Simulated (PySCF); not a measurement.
From one molecule to another.

First species: C₈H₁₄F₂.
SMILES: `CC(C)[C@@]1(F)CC[C@H](F)C1`

Second species: C₅H₈N₂O₂Si.
Z-matrix (Å and degrees, GFN2-xTB geometry), rows numbered from 1:
```
C 
C   1  1.3283
C   2  1.4404  1  121.70
N   3  1.3066  2  127.78  1     1.63
C   4  1.3552  3  103.37  2  -179.45
C   5  1.4851  4  122.40  3  -180.00
O   6  1.3843  5  113.58  4   -41.05
Si  7  1.6269  6  130.56  5    32.53
N   5  1.3052  4  113.02  3    -0.33
O   3  1.3405  2  120.62  1  -178.37
H   1  1.0768  2  120.46  3     0.02
H   1  1.0758  2  121.61  3   179.91
H   2  1.0800  1  123.11  3  -179.65
H   6  1.0955  5  108.82  4  -162.43
H   6  1.1015  5  107.78  4    80.22
H   8  1.4648  7  112.96  6   -72.19
H   8  1.4571  7   96.44  6   171.10
H   8  1.4621  7  112.74  6    52.69
```

Levels: PBE0/pcSseg-1 for HOMO energy, LUMO energy and HOMO–LUMO gap. Geometries: GFN2-xTB. Each species is one conformer at its optimised geometry, gas phase, non-relativistic unless stated. Electronic properties by PySCF.

Dipoles, sizes and rotational constants follow the conformer. The torsions of the flexible species, by atom-mapped SMILES:
- `[CH2:1]=[CH:2][c:3]1[n:4][c:5]([CH2:6][O:7][SiH3:8])[n:9][o:10]1`: C1–C2–C3–N4 2°, N4–C5–C6–O7 -41°, C5–C6–O7–Si8 33°

The conformers of `CC(C)[C@@]1(F)CC[C@H](F)C1` aren't listed.

| property | column X | column Y |
| --- | --- | --- |
| HOMO energy | -8.68 eV | -7.85 eV |
| LUMO energy | 1.01 eV | -2.07 eV |
| HOMO–LUMO gap | 9.69 eV | 5.78 eV |

(1) Which column belongs to which species?

(2) How does each property change from the first species to the second?

## Answers

(1) Column X is the first species and column Y the second. The first has 24 atoms and 80 electrons, the second 18 and 82.

(2) HOMO energy +0.83 eV; LUMO energy -3.08 eV; HOMO–LUMO gap -3.91 eV.

